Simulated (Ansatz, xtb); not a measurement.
Two isomers of GeH6S2Si

Structure X: `[SiH3][GeH]([SH])[SH]`, a singlet. Structure Y: `S[SiH2][GeH2][SH]`, a singlet. Both are isolated molecules in the gas phase, relaxed with PBE0-D3(BJ)/def2-SVP; the shapes shown needn't be the lowest conformers.

X (Å):

```xyz
10

Ge   -0.8320    1.2770   -2.0928
S    -1.8237    2.1110   -0.2722
S     0.5801   -0.3749   -1.5682
Si   -2.5737    0.4380   -3.4833
H    -3.2272   -0.6934   -2.7601
H    -1.9732   -0.0589   -4.7562
H    -3.5835    1.4987   -3.7762
H     0.0828    2.3286   -2.7478
H    -0.6635    2.4073    0.3543
H    -0.3848   -1.1627   -1.0448
```

Y (Å):

```xyz
10

Ge    0.6909    0.6905   -2.9374
S     1.2248    0.4361    0.6140
S    -0.7933    2.2105   -2.1900
Si    0.9588   -0.8148   -1.1076
H     0.3531    1.3662    0.1409
H     2.1631   -1.6875   -1.2257
H    -0.2557   -1.6857   -1.0263
H     1.9516    1.5246   -3.2124
H     0.1710    0.0682   -4.2484
H    -1.8046    1.3212   -2.0719
```

Quicker runs give these differences E(Y) − E(X): GFN2-xTB +0.300 eV; HF/STO-3G +0.011 eV (at GFN2-xTB geometries); r2SCAN-D4/def2-SVP +0.016 eV (at GFN2-xTB geometries).

Question: Estimate E(Y) − E(X) at the level CCSD(T)/def2-SVP + ΔMP2/def2-TZVPP.

Answer: Too close to call at this level: CCSD(T)/def2-SVP + ΔMP2/def2-TZVPP gives E(Y) − E(X) = −0.025 eV.

Level by level:

| level | geometry | E(Y) − E(X) (eV) | departure from the last row (eV) | job, with rough time for the two |
| --- | --- | --- | --- | --- |
| GFN2-xTB | GFN2-xTB | +0.300 | +0.325 | optimisation, 0.52 s |
| HF/STO-3G | GFN2-xTB | +0.011 | +0.036 | single point, 0.92 s |
| r2SCAN-D4/def2-SVP | GFN2-xTB | +0.016 | +0.041 | single point, 4.5 s |
| PBE0-D3(BJ)/def2-SVP | PBE0-D3(BJ)/def2-SVP | −0.069 | −0.043 | optimisation, 63 s |
| HF/def2-SVP | PBE0-D3(BJ)/def2-SVP | +0.038 | +0.063 | part of the CCSD(T) run |
| MP2/def2-SVP | PBE0-D3(BJ)/def2-SVP | −0.025 | +0.001 | part of the CCSD(T) run |
| CCSD(T)/def2-SVP | PBE0-D3(BJ)/def2-SVP | −0.019 | +0.006 | single point |
| CCSD(T)/def2-SVP + ΔMP2/def2-TZVPP | PBE0-D3(BJ)/def2-SVP | −0.025 |  | single point, 39 s |

As drawn, Y has 1 S–Si, 1 Ge–H in place of 1 Ge–S, 1 Si–H.

The largest departure from CCSD(T)/def2-SVP + ΔMP2/def2-TZVPP is that of GFN2-xTB, 0.325 eV. The last row adds to CCSD(T) the change of the MP2 difference between the two basis sets, here −0.006 eV.

With thermal terms from frequencies at re-optimised GFN2-xTB minima (ideal gas, soft modes damped towards free rotors, one conformer each, 298.15 K, 1 atm): on the last row, ΔE + ΔZPE = −0.008, ΔH = −0.021, ΔG = 0.000 eV.

The correlated steps freeze 24 core orbitals; the filled d shell of Ge is correlated, in a basis made for valence electrons. Codes used: Ansatz 0.2.0, xtb 6.7.1; the last row on 2 threads of Intel(R) Xeon(R) Processor @ 2.70GHz on a shared host.
